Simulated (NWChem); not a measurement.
A series in which one site is exchanged, each optimised at PBE0/def2-SVP with NWChem, gas phase unless a solvent is named. All stand in one matching conformer (torsions within 35°), which need not be the lowest. For some, no frequency run checked for a minimum. def2 effective core potentials on I; no spin-orbit coupling.

A: C[O][AlH2] (CH₅AlO; site = H)
B: [AlH]([Cl])[O]C (CH$_{4}$AlClO; site = Cl)
C: C[O][AlH][I] (CH$_{4}$AlIO; site = I)
D: C[O][AlH][F] (CH4AlFO; site = F)

Question: Rank them by lowest singlet excitation, CAM-B3LYP/def2-SVPD, TDA (eV), lowest first.

Answer: C (5.64), A (5.71), B (6.69), D (6.99)
